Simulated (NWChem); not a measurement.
# C₄H₄ClF; SMILES C(/C=C\F)(=C)Cl

```xyz
10

C      1.0761     1.9957     0.0000
C      0.4474     0.8106     0.0000
Cl    -1.2909     0.7773     0.0000
C      1.1597    -0.4590     0.0000
C      0.7046    -1.7177     0.0000
F     -0.5663    -2.0737     0.0000
H      0.5198     2.9335     0.0000
H      2.1675     2.0340     0.0000
H      2.2494    -0.3709     0.0000
H      1.3807    -2.5781     0.0000
```
Atoms are numbered in this order, from 1.

Geometry: optimised at PBE0/def2-SVP.

Task: Give the principal values of the shielding tensors (ppm) of C1, C2, Cl3, C4, C5 from LDA (Slater exchange, VWN5)/pcSseg-1, GIAO (NWChem), with their diamagnetic and paramagnetic parts as GIAO splits them.

Result: 
```
atom    σ11    σ22    σ33  isotropic  diamagnetic  paramagnetic
----  -----  -----  -----  ---------  -----------  ------------
C1    -39.4   73.7  132.4       55.5        254.6        -199.1
C2    -75.9   53.1  108.9       28.7        257.4        -228.7
Cl3   419.7  581.6  941.5      647.6       1146.8        -499.2
C4    -35.9   94.1  125.9       61.4        258.3        -197.0
C5    -59.3   45.4   70.0       18.7        250.2        -231.5
```
